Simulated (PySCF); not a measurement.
Electron correlation in O³⁺ (oxygen, charge +3)

[He] 2s2 2p1, 2P determinant. All numbers are calculated (PySCF 2.14, the spin-free X2C one-electron Hamiltonian (Gaussian nucleus), in aug-cc-pCVTZ-DK (7s6p4d2f, 59 functions)). Frozen: 1s2; 3 electrons correlated.

| level | correlation energy (mhartree) |
| --- | --- |
| CCSD | -92.78 |
| (T) | -0.99 |
| CCSD(T) | -93.77 |
| CCSDT | -93.97 |

Diagnostics: T1 = 0.0055, D1 = 0.0105, largest double amplitude 0.135.

**Question.** Is a single reference adequate?

**Answer.** Mostly. T1 lies below 0.03, but a double amplitude of this size points to a near-degeneracy that CCSD handles and MP2 describes poorly.
